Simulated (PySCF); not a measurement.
Si(Me)(OH) (CH4OSi), SMILES [Si](C)O (connectivity only; charge and spin as stated), neutral, multiplicity 1. Atoms are numbered in the order given.

```xyz
7

Si     0.6605     0.1503     0.0000
C     -0.3569    -1.4400     0.0000
H     -1.0093    -1.4614     0.8807
H     -1.0093    -1.4614    -0.8807
H      0.2659    -2.3367     0.0000
O     -0.6233     1.2078     0.0000
H     -0.3656     2.1327     0.0000
```

Geometry optimised at PBE0-D3(BJ)/def2-TZVP. Other conformers were not sampled.

These are PySCF with ωB97X/def2-TZVPD values and carry that method's errors.

Isolated molecule, no solvent.

Task: Estimate the frontier levels, gap, dipole moment and polarisability. (Estimate from the structure and the level; the computed values follow.)

Result: 
| Quantity | Value |
|---|---|
| highest occupied level | -8.51 eV |
| lowest empty level | 0.39 eV |
| orbital gap | 8.90 eV |
| dipole moment | 0.35 D |
| quadrupole, principal values (traceless, Buckingham form, about the centre of nuclear charge) | -7.38, 1.51, 5.87 D·Å |
| mean static polarisability | 50.7 bohr³ (7.51 Å³) |
| polarisability, principal values | 45.6, 48.3, 58.2 bohr³ |
